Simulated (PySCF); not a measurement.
# Which basis set comes closest?

Molecule: `[CH3][Al-]([CH3])([CH3])[P+](C)(C)C`, C6H18AlP.

Numbering as in the mapped SMILES `[CH3:1][Al-:2]([CH3:3])([CH3:4])[P+:5]([CH3:6])([CH3:7])[CH3:8]`. Hydrogens are named by the atom that carries them.

Geometry PBE0-D3(BJ)/def2-SVP throughout; GIAO in PySCF 2.14.0 with density-fitted response routines, gas phase, one conformer, non-relativistic; equivalent atoms averaged; functional PBE0.

Reference values (measured; solution, C6D6; A. R. Barron, J. Chem. Soc., Dalton Trans. 1988, 3047): δ(P5) = -47.5 ppm vs 85 % H3PO4. Computed shifts are taken against H3PO4, calculated as an isolated molecule at each level.

Q: How do the basis sets STO-3G, 6-31G, 6-31G*, def2-SVP perform against the reference? Times are CPU seconds on 1 thread of an Arm Neoverse V2, shared host.

A: 
| basis set | functions | P5 | abs. error P | core-s |
| --- | --- | --- | --- | --- |
| STO-3G | 66 | -77.1 | 29.6 | 8.2 |
| 6-31G | 116 | -132.2 | 84.7 | 16 |
| 6-31G* | 156 | -62.3 | 14.8 | 23 |
| def2-SVP | 210 | -68.2 | 20.7 | 31 |

For ³¹P the closest is 6-31G* (14.8 ppm) and the furthest 6-31G (84.7 ppm). Where a smaller basis beats a larger one, errors probably cancel. One molecule is a small sample, and vibrational and solvent effects are absent from the calculation.

A small basis that lands close on one nucleus may do so by chance; judge by the trend and by all nuclei.
